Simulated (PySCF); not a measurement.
PySCF input (M06-2X/def2-TZVPD):

```python
from pyscf import gto, scf, dft

mol = gto.M(
    atom='''
    N    -1.11030711    0.16665959   -0.15104767
    C     0.45712151    0.32590879   -0.04544197
    O     1.08125206   -0.60514346    0.26790685
    H    -1.35273715   -0.80107113    0.08990419
    H    -1.59255276    0.80418571    0.49305279
    H     0.76560723    1.34681413   -0.29461894
    H    -1.44091304    0.36914904   -1.10160728
    ''',
    basis='def2-tzvpd',
    charge=2,
    spin=1,
    verbose=4,
)

mf = dft.UKS(mol, xc='m062x').density_fit(auxbasis='def2-universal-jkfit')
mf.grids.level = 4
mf.conv_tol = 1e-9
mf.max_cycle = 100
mf.max_memory = 1500
mf.kernel()
if not mf.converged:
    mf = mf.newton()
    mf.kernel(mf.make_rdm1())
for _ in range(2):
    mo, _, stable, _ = mf.stability(return_status=True)
    if stable:
        break
    mf.kernel(mf.make_rdm1(mo, mf.mo_occ))
mf.analyze()
```

End of the output:

```
Extra cycle  E= -169.521644123045  delta_E= -1.19e-11  |g|= 2.2e-06  |ddm|= 3.8e-06
converged SCF energy = -169.521644123045  <S^2> = 0.76388702  2S+1 = 2.0138391
uhf_internal: lowest eigs of H = [0.21684846 0.32998066 0.37010349]
<class 'pyscf.df.df_jk.DFUKS'> wavefunction is stable in the internal stability analysis
**** SCF Summaries ****
Total Energy =                        -169.521644123044638
Nuclear Repulsion Energy =              76.376656344035354
One-electron Energy =                 -367.204854978548781
Two-electron Energy =                  121.306554511468789
Two-electron Coulomb Energy =          142.939106408592494
DFT Exchange-Correlation Energy =      -21.632551897123712
HOMO-LUMO gap [eV] =                     8.058099720673102
**** MO energy ****
                             alpha | beta                alpha | beta
MO #1   energy= -20.3444397109579  | -20.3281153105916  occ= 1 | 1
MO #2   energy= -15.403772666205   | -15.4005362214084  occ= 1 | 1
MO #3   energy= -11.2670995347581  | -11.2689134511362  occ= 1 | 1
MO #4   energy= -1.88011586451625  | -1.82573123085053  occ= 1 | 1
MO #5   energy= -1.61947428246669  | -1.60488583789694  occ= 1 | 1
MO #6   energy= -1.29955081732225  | -1.27515795929474  occ= 1 | 1
MO #7   energy= -1.22493653668171  | -1.17654719298044  occ= 1 | 1
MO #8   energy= -1.17916392470366  | -1.16258480115842  occ= 1 | 1
MO #9   energy= -1.16950775856715  | -1.13458786654085  occ= 1 | 1
MO #10  energy= -1.13371971993032  | -1.10329676019785  occ= 1 | 1
MO #11  energy= -1.10269139816049  | -1.07495577350279  occ= 1 | 1
MO #12  energy= -1.01529094765979  | -0.719161242441892 occ= 1 | 0
MO #13  energy= -0.554864101876507 | -0.550987788960523 occ= 0 | 0
MO #14  energy= -0.403219803955356 | -0.390826693786042 occ= 0 | 0
MO #15  energy= -0.378321608515581 | -0.376403012256811 occ= 0 | 0
MO #16  energy= -0.326443547383391 | -0.325790042966969 occ= 0 | 0
MO #17  energy= -0.324419788221052 | -0.322040342098973 occ= 0 | 0
MO #18  energy= -0.322913578718382 | -0.320829061273755 occ= 0 | 0
MO #19  energy= -0.284989863842867 | -0.280996615824746 occ= 0 | 0
MO #20  energy= -0.275265619584049 | -0.275014472262462 occ= 0 | 0
MO #21  energy= -0.255540437620499 | -0.254584214762861 occ= 0 | 0
MO #22  energy= -0.228886617675363 | -0.229303891942548 occ= 0 | 0
MO #23  energy= -0.225724565371986 | -0.226486748162117 occ= 0 | 0
MO #24  energy= -0.202716032619218 | -0.193424969989393 occ= 0 | 0
MO #25  energy= -0.179933792212226 | -0.175516464418023 occ= 0 | 0
MO #26  energy= -0.167657984945297 | -0.165358576205422 occ= 0 | 0
MO #27  energy= -0.164244934149776 | -0.163481649957732 occ= 0 | 0
MO #28  energy= -0.140777436636224 | -0.141280329858745 occ= 0 | 0
MO #29  energy= -0.123697747900867 | -0.119847198252142 occ= 0 | 0
MO #30  energy= -0.102041079359166 | -0.0964090907217958 occ= 0 | 0
MO #31  energy= -0.0830677637363943 | -0.0821111433960478 occ= 0 | 0
MO #32  energy= -0.0796446656037079 | -0.0773475547644513 occ= 0 | 0
MO #33  energy= -0.0782537695341752 | -0.0740757658445013 occ= 0 | 0
MO #34  energy= -0.0746541337087819 | -0.0736975006001468 occ= 0 | 0
MO #35  energy= -0.0532530966251392 | -0.0525421215560083 occ= 0 | 0
MO #36  energy= -0.0416667912944018 | -0.0385500244672343 occ= 0 | 0
MO #37  energy= -0.0315609531154564 | -0.0293241192876346 occ= 0 | 0
MO #38  energy= -0.0176225975323095 | -0.0167728372391898 occ= 0 | 0
MO #39  energy= -0.0122427440411082 | -0.00928651291654509 occ= 0 | 0
MO #40  energy= 0.00472109695538149 | 0.00570027596926996 occ= 0 | 0
MO #41  energy= 0.0140900421822652 | 0.0189297048238216 occ= 0 | 0
MO #42  energy= 0.0283033703657461 | 0.0257100298935209 occ= 0 | 0
MO #43  energy= 0.0357090379975168 | 0.0370754964865057 occ= 0 | 0
MO #44  energy= 0.0392032825016716 | 0.041443948897576  occ= 0 | 0
MO #45  energy= 0.0603847389955568 | 0.0621041655270335 occ= 0 | 0
MO #46  energy= 0.0654637458294023 | 0.0672073128608047 occ= 0 | 0
MO #47  energy= 0.0785281955991911 | 0.0799400909722415 occ= 0 | 0
MO #48  energy= 0.0956430128534408 | 0.0966511617128159 occ= 0 | 0
MO #49  energy= 0.120281571147767  | 0.119393111085931  occ= 0 | 0
MO #50  energy= 0.128289303262322  | 0.127921409500287  occ= 0 | 0
MO #51  energy= 0.150343832981732  | 0.150847781451825  occ= 0 | 0
MO #52  energy= 0.15802091785412   | 0.159297830702535  occ= 0 | 0
MO #53  energy= 0.187515370879407  | 0.184632358263222  occ= 0 | 0
MO #54  energy= 0.237669221947648  | 0.232595224132293  occ= 0 | 0
MO #55  energy= 0.26080057517553   | 0.262351128594088  occ= 0 | 0
MO #56  energy= 0.280423040112799  | 0.280080393081667  occ= 0 | 0
MO #57  energy= 0.282420391322826  | 0.281182209398733  occ= 0 | 0
MO #58  energy= 0.308450924663561  | 0.307999503569789  occ= 0 | 0
MO #59  energy= 0.311269175380934  | 0.312746382910758  occ= 0 | 0
MO #60  energy= 0.326670382968746  | 0.328941508154209  occ= 0 | 0
MO #61  energy= 0.368233826052556  | 0.364193561546159  occ= 0 | 0
MO #62  energy= 0.386250212559614  | 0.38579907759219   occ= 0 | 0
MO #63  energy= 0.393293963440443  | 0.397130652930346  occ= 0 | 0
MO #64  energy= 0.41192183086933   | 0.411346234999099  occ= 0 | 0
MO #65  energy= 0.459408357414845  | 0.460183155196544  occ= 0 | 0
MO #66  energy= 0.463382222670775  | 0.463868146595889  occ= 0 | 0
MO #67  energy= 0.469058358147884  | 0.468613503032319  occ= 0 | 0
MO #68  energy= 0.558766000588538  | 0.557159676952327  occ= 0 | 0
MO #69  energy= 0.629996894545766  | 0.632010499107086  occ= 0 | 0
MO #70  energy= 0.634382709877348  | 0.634484944849411  occ= 0 | 0
MO #71  energy= 0.697018632445658  | 0.699523000128004  occ= 0 | 0
MO #72  energy= 0.755007213738938  | 0.756092056092369  occ= 0 | 0
MO #73  energy= 0.763896589109736  | 0.765145646580835  occ= 0 | 0
MO #74  energy= 0.862614639550934  | 0.865062016200415  occ= 0 | 0
MO #75  energy= 0.909204314765507  | 0.912346053036231  occ= 0 | 0
MO #76  energy= 0.95546218026378   | 0.964781293091484  occ= 0 | 0
MO #77  energy= 1.05560985894688   | 1.05576409004033   occ= 0 | 0
MO #78  energy= 1.08857615997442   | 1.0899833611596    occ= 0 | 0
MO #79  energy= 1.1193498310871    | 1.11623830963417   occ= 0 | 0
MO #80  energy= 1.16333372454896   | 1.16648921310502   occ= 0 | 0
MO #81  energy= 1.16549058553272   | 1.17120390956022   occ= 0 | 0
MO #82  energy= 1.22859257530832   | 1.24040051697828   occ= 0 | 0
MO #83  energy= 1.27665900792897   | 1.28028119453586   occ= 0 | 0
MO #84  energy= 1.39025448632551   | 1.38198457568202   occ= 0 | 0
MO #85  energy= 1.4406188180261    | 1.44282343001544   occ= 0 | 0
MO #86  energy= 1.44716363119554   | 1.44724968164988   occ= 0 | 0
MO #87  energy= 1.46032038701821   | 1.4650375565572    occ= 0 | 0
MO #88  energy= 1.49403147217692   | 1.49654931706588   occ= 0 | 0
MO #89  energy= 1.57205444145434   | 1.58070716271602   occ= 0 | 0
MO #90  energy= 1.59237006880078   | 1.59339732478798   occ= 0 | 0
MO #91  energy= 1.70136172870334   | 1.70705517442518   occ= 0 | 0
MO #92  energy= 1.75995554958756   | 1.76353718005596   occ= 0 | 0
MO #93  energy= 1.76421331188857   | 1.77045944176288   occ= 0 | 0
MO #94  energy= 1.80766709029123   | 1.8092106267016    occ= 0 | 0
MO #95  energy= 1.87052160562705   | 1.87518585688888   occ= 0 | 0
MO #96  energy= 1.88629405566789   | 1.88685682528057   occ= 0 | 0
MO #97  energy= 1.98992770628708   | 1.99205267680408   occ= 0 | 0
MO #98  energy= 2.04801767917989   | 2.05128402095226   occ= 0 | 0
MO #99  energy= 2.12561832372994   | 2.13399627846604   occ= 0 | 0
MO #100 energy= 2.20482839011328   | 2.20830787749491   occ= 0 | 0
MO #101 energy= 2.2725049618487    | 2.27540239179101   occ= 0 | 0
MO #102 energy= 2.27912204742785   | 2.27946005510758   occ= 0 | 0
MO #103 energy= 2.29175144552747   | 2.28473809001203   occ= 0 | 0
MO #104 energy= 2.35204193181784   | 2.36576799680798   occ= 0 | 0
[...]
```

This state (charge 2, doublet) is run at the relaxed geometry of the species with charge 1 and multiplicity 1.
